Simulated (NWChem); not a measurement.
System: SiBiH3Cl2; SMILES [SiH3][Bi]([Cl])[Cl]

Here is an NWChem input.

```
start job
memory heap 200 mb stack 900 mb global 1100 mb
geometry units angstroms
  Bi    -0.037666     0.076884     0.463988
  Cl    -1.246246    -1.751991    -0.743994
  Cl    -0.431868     1.832399    -1.275287
  Si     2.123942    -0.595439    -0.792706
  H      3.134720     0.447866    -0.658187
  H      1.836337    -0.804177    -2.198306
  H      2.681750    -1.821161    -0.230265
end
basis spherical
  * library def2-svp
end
ecp
  Bi library def2-ecp
end
dft
  xc pbe0
  iterations 150
end
driver
  maxiter 120
end
task dft optimize
dft
  grid fine
  convergence energy 1d-8 density 1d-7
end
task dft freq numerical
```

def2 effective core potentials on Bi; no spin-orbit coupling.

The level has its own optimisation; frequencies are unscaled.

**Question.** What results follow from this input? (PBE0/def2-SVP with def2 effective core potentials on Bi.) Quantities: r Bi–Cl (Å); r Bi–Si (Å); highest harmonic frequency (cm⁻¹); lowest (cm⁻¹); zero-point energy (kcal/mol).

**Answer.** 
```yaml
r Bi–Cl (Å): 2.482
r Bi–Si (Å): 2.689
highest harmonic frequency (cm⁻¹): 2270
lowest (cm⁻¹): 69
zero-point energy (kcal/mol): 16.7
```
